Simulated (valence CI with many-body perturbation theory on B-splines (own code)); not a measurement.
## Pm²⁸⁺: E2, E3, M1, M2 decay

Calculated by configuration interaction combined with many-body perturbation theory (CI+MBPT): five valence electrons over a frozen Dirac-Fock core [Ar] 3d10, a basis of 9 s, 9 p, 8 d, 6 f, 3 g, 1 h functions for each j, with the one-electron correlation potential Σ1, the two-electron term Σ2, the three-electron term Σ3, Breit, model QED; selected CI, second order for the rest (own B-spline code, finite nucleus).

The last digits are not significant, and no measured levels were compared; by estimate large intervals hold to a few tenths of a per cent, small ones and those within an open d or f shell to about a per cent. Among the levels kept, up to 270 cm⁻¹ of a level comes from second order outside the variational space, and about a tenth of that is noise between levels of different J, which matters for small intervals.

Lines 1 to 20 of 20 in falling wavelength, among levels below 1710800 cm⁻¹, chosen from the decays that carry over 1 % of a level's rate. Wavelengths and rates use the calculated energies. Electric multipoles are in the length gauge, E1 and E2 with the static RPA response of the core. Weak lines are less certain than strong ones. Lines between different terms over intervals too small for the method are left out, as are lines whose strength nearly cancels. Branching is blank where the lifetime is uncertain.

Levels are named by their leading jj configuration (3d3/2^4 stands for four electrons in 3d with j = 3/2), which in mixed levels can hold well under half, so a name can repeat and another be missing. Letters in brackets count levels of one name in rising energy.

| λ vac (nm) | Upper | Lower | Type | A (s⁻¹) | Branch % |
| --- | --- | --- | --- | --- | --- |
| 296.7 | (4s^2 4p1/2 4p3/2 4d5/2) J=9/2 | (4s^2 4p1/2 4p3/2 4d5/2) J=7/2 [a] | M1 | 1.57e+02 |  |
| 167.9 | (4s^2 4p1/2 4p3/2 4d5/2) J=9/2 | (4s^2 4p1/2 4p3/2 4d3/2) J=7/2 | M1 | 2.76e+03 |  |
| 54.80 | (4s^2 4p3/2^2 4d5/2) J=9/2 | (4s^2 4p1/2 4p3/2 4d5/2) J=7/2 [b] | M1 | 6.06e+04 | 18.3 |
| 44.76 | (4s^2 4p1/2 4p3/2 4d5/2) J=9/2 | (4s^2 4p1/2^2 4d5/2) J=5/2 | E2 | 7.86e+02 |  |
| 43.10 | (4s^2 4p1/2 4p3/2^2) J=3/2 | (4s^2 4p1/2^2 4p3/2) J=3/2 | M1 | 2.60e+05 | 99.7 |
| 42.25 | (4s^2 4p3/2^3) J=3/2 | (4s^2 4p1/2 4p3/2^2) J=1/2 | M1 | 6.61e+04 | 10.7 |
| 39.66 | (4s^2 4p3/2^2 4d5/2) J=9/2 | (4s^2 4p1/2 4p3/2 4d5/2) J=9/2 | M1 | 1.31e+05 | 39.6 |
| 37.84 | (4s^2 4p1/2 4p3/2^2) J=5/2 | (4s^2 4p1/2^2 4p3/2) J=3/2 | M1 | 4.82e+04 | 92.8 |
| 37.84 | (4s^2 4p1/2 4p3/2^2) J=5/2 | (4s^2 4p1/2^2 4p3/2) J=3/2 | E2 | 3.56e+03 | 6.9 |
| 36.03 | (4s^2 4p3/2^3) J=3/2 | (4s^2 4p1/2 4p3/2^2) J=5/2 | M1 | 9.87e+04 | 15.9 |
| 36.03 | (4s^2 4p3/2^3) J=3/2 | (4s^2 4p1/2 4p3/2^2) J=5/2 | E2 | 8.74e+03 | 1.4 |
| 34.98 | (4s^2 4p3/2^2 4d5/2) J=9/2 | (4s^2 4p1/2 4p3/2 4d5/2) J=7/2 [a] | M1 | 1.10e+05 | 33.1 |
| 32.77 | (4s^2 4p1/2 4p3/2^2) J=1/2 | (4s^2 4p1/2^2 4p3/2) J=3/2 | M1 | 2.18e+05 | 97.7 |
| 32.77 | (4s^2 4p1/2 4p3/2^2) J=1/2 | (4s^2 4p1/2^2 4p3/2) J=3/2 | E2 | 5.09e+03 | 2.3 |
| 32.27 | (4s^2 4p3/2^3) J=3/2 | (4s^2 4p1/2 4p3/2^2) J=3/2 | M1 | 4.42e+05 | 71.3 |
| 32.08 | (4s^2 4p3/2^2 4d5/2) J=9/2 | (4s^2 4p1/2 4p3/2 4d3/2) J=7/2 | M1 | 1.78e+04 | 5.4 |
| 22.91 | (4s^2 4p1/2 4p3/2 4d5/2) J=9/2 | (4s 4p1/2^2 4p3/2^2) J=5/2 | E2 | 6.76e+02 |  |
| 14.52 | (4s^2 4p3/2^2 4d5/2) J=9/2 | (4s 4p1/2^2 4p3/2^2) J=5/2 | E2 | 6.46e+03 | 1.9 |
| 10.76 | (4s^2 4p1/2 4p3/2 4d5/2) J=9/2 | (4s^2 4p1/2 4p3/2^2) J=5/2 | M2 | 1.66e+03 |  |
| 8.376 | (4s^2 4p1/2 4p3/2 4d5/2) J=9/2 | (4s^2 4p1/2^2 4p3/2) J=3/2 | E3 | 7.57e+01 |  |
